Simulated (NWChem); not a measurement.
# AgCl; SMILES [Cl][Ag]

Computed with NWChem. def2 effective core potentials on Ag; no spin-orbit coupling. The level has its own optimisation; frequencies are unscaled.

Q: Predict the results for CAM-B3LYP/def2-SVP. Quantities: r Ag–Cl (Å); highest harmonic frequency (cm⁻¹); zero-point energy (kcal/mol).

A: 
```yaml
r Ag–Cl (Å): 2.298
highest harmonic frequency (cm⁻¹): 353
zero-point energy (kcal/mol): 0.5
```
